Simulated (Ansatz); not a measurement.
Job for Ansatz (an electronic-structure program): U-r2SCAN/def2-TZVPP on Cl (SMILES [Cl]).

Ansatz 0.2 input:
```yaml
crystal:
  periodic: [false, false, false]
  atoms:
    - {symbol: Cl, position_ang: [0.00000000, 0.00000000, 0.00000000]}
basis:
  gaussian:
    orbitals: def2-TZVPP
hamiltonian:
  xc: {name: r2SCAN}
magnetization: {spin_polarized: true, initial_magnetization: 1}
```

Program output:

```
WARN ansatz: RAYON_NUM_THREADS=4 ignored (pool sized by the plan → 4); use --threads N
Functional definition: r2SCAN
integrals: 0.00 GiB planned
294 factors; their error is unknown
mean field: 0.14 GiB planned
mean field evaluation 1: about -12520.2826 eV, gradient 5.4e0 eV
mean field evaluation 2: about -12520.4112 eV, gradient 2.1e0 eV
mean field evaluation 4: about -12520.4270 eV, gradient 8.0e-2 eV
mean field evaluation 8: about -12520.4195 eV, gradient 7.4e-4 eV
mean field evaluation 16: about -12520.4204 eV, gradient 6.0e-4 eV
mean field -12520.41952787 eV, -460.1169310040 hartree, gradient 4.6e-6 eV, S^2 0.755652; 1 other end points of the search recorded, 0 dependent functions left out
reference -12520.41953319 eV, -460.1169311995 hartree; 9, 8 occupied and 33, 34 virtual orbitals, 294 factors
Total energy: -12520.41953319 eV, -460.1169311995 hartree
```

The calculation finished and met its thresholds.

Cost: roughly 1.1 core-seconds.
